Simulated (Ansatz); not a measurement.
Ansatz (a program for electronic structure) input:

Ansatz 0.2 input:
```yaml
crystal:
  periodic: [false, false, false]
  atoms:
    - {symbol: Ge, position_ang: [0.00474138, -0.00523011, 0.31730898]}
    - {symbol: F, position_ang: [0.69536119, 1.27057939, -0.55383190]}
    - {symbol: F, position_ang: [-0.71221944, -1.25198345, -0.57437779]}
basis:
  gaussian:
    orbitals: aug-cc-pVDZ
total_charge: 1
magnetization: {spin_polarized: true, initial_magnetization: 1}
correlation: {method: ccsd_t, electrons: outside_noble_gas}
output: {forces: true}
```

Question: Predict the final energy.

Answer: -2274.42470 Eh (CCSD(T)/aug-cc-pVDZ). The basis has 82 functions.
